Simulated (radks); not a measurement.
Ionisation ladder of caesium, from Cs44+ to Cs54+. Each ion is in the ground configuration listed by NIST, and IE = E(next ion) - E(this ion), with E = 0 for the bare nucleus. Method: Dirac Kohn-Sham, PBE, spin-unpolarised, spherical densities, point nucleus; open shells are shared between the two j in proportion to 2j + 1; computed with a radial shooting solver on a logarithmic mesh with Libxc functionals.

species  configuration  E (hartree)  IE, Delta-SCF (eV)  -e(HOMO) (eV)   HOMO  IE, NIST (eV)    kind  error (eV)
Cs44+         [Ne] 3s1   -5920.4142              3491.2         3448.9  3s1/2           3485  theory        +6.2
Cs45+             [Ne]   -5792.1142              8128.3         7884.3  2p3/2           7989  theory      +139.3
Cs46+     [He] 2s2 2p5   -5493.4033              8372.7         8125.2  2p3/2           8224  theory      +148.7
Cs47+     [He] 2s2 2p4   -5185.7140              8619.0         8368.3  2p3/2           8484  theory      +135.0
Cs48+     [He] 2s2 2p3   -4868.9727              8867.0         8613.1  2p3/2           8726  theory      +141.0
Cs49+     [He] 2s2 2p2   -4543.1177              9116.2         8859.4  2p3/2           9350  theory      -233.8
Cs50+     [He] 2s2 2p1   -4208.1053              9365.8         9106.5  2p3/2           9629  theory      -263.2
Cs51+         [He] 2s2   -3863.9184             10009.2         9904.3  2s1/2           9974  theory       +35.2
Cs52+         [He] 2s1   -3496.0868             10213.4        10113.0  2s1/2        10208.8  theory        +4.6
Cs53+             [He]   -3120.7514               42046          41603  1s1/2        41861.1  theory      +185.1
Cs54+              1s1   -1575.5829               42874          42482  1s1/2        42913.1  theory       -39.3

Reference values: NIST Atomic Spectra Database (exp. = measured, semi-emp. = semi-empirical, theory = theoretical value adopted there). The ionisation energy per charge of the ion left behind rises most, in proportion, at Cs53+ ([He]), from 192.71 to 778.63 eV. Spin polarisation and multiplet splitting are left out, so open shells lie too high by an amount that depends on their filling. Sharing an open shell by 2j + 1 raises it above the true ground level by a part of the spin-orbit splitting, which enters the differences from NIST. Nuclear size, the Breit interaction and QED, all absent here, shift the 1s and 2s values of heavy ions.

Beside tabulated values, note that spin-unpolarised runs miss the spin-polarisation part of the exchange energy of open shells.
